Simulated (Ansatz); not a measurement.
**Question.** Predict a relaxed structure of Zn₃SeF₄, charge 0, singlet, at r2SCAN-D4/def2-SVP (Ansatz).

**Answer.** 
```csv
atom,x (Å),y (Å),z (Å)
Zn1,1.638,1.062,-0.020
Zn2,-1.177,-1.292,-0.869
Zn3,-0.933,0.760,0.988
Se4,-0.380,0.935,-1.335
F5,-1.808,-0.894,1.005
F6,3.388,1.126,-0.039
F7,-1.437,-2.908,-1.493
F8,0.708,1.211,1.763
```
Point group Cs (tolerance 0.1 Å). This is one stationary point.

The structure comes from a short search, and lower isomers may exist.
